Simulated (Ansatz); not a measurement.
Consider the substitution at a C–Ge bond: `C#[C][Ge]([F])([F])[O]C` + `[NH2][SnH2][OH]` → `C#C[O][SnH2][NH2]` + `C[O][GeH]([F])[F]`.

Calculated with Ansatz (gas phase, PBE0-D4/def2-TZVP geometries, no zero-point term in ΔE). CBS: MP2 limit from def2 TZ/QZ plus the TZ coupled-cluster correction, frozen cores. def2 core potentials past Kr. For Ge, Sn outer-core shells are correlated without core-valence functions, which leaves a few kJ/mol of doubt a bond. Scalar relativity is left out up to krypton. Each species was taken in one conformer, which may not be the lowest.

```json
{"species": "`C#[C][Ge]([F])([F])[O]C`", "CCSD(T)/CBS(def2) energy (Eh)": "-2467.46815"}
{"species": "`[NH2][SnH2][OH]`", "CCSD(T)/CBS(def2) energy (Eh)": "-346.92092"}
{"species": "`C#C[O][SnH2][NH2]`", "CCSD(T)/CBS(def2) energy (Eh)": "-422.94254"}
{"species": "`C[O][GeH]([F])[F]`", "CCSD(T)/CBS(def2) energy (Eh)": "-2391.41847"}
```

Question: Work out ΔE.

Answer: ΔE = (-422.94254) + (-2391.41847) − (-2467.46815) − (-346.92092) = 0.02806 Eh = +17.6 kcal/mol.

Largest T1 diagnostic among the species: 0.014.

In def2-TZVPP, CCSD(T) changes the Hartree–Fock value by +2.4 kcal/mol (the triples alone add −0.2 kcal/mol) and MP2 by +2.9 kcal/mol. From PBE to PBE0 (25 % exact exchange), in def2-TZVPP and without D4, ΔE moves by +1.4 kcal/mol.
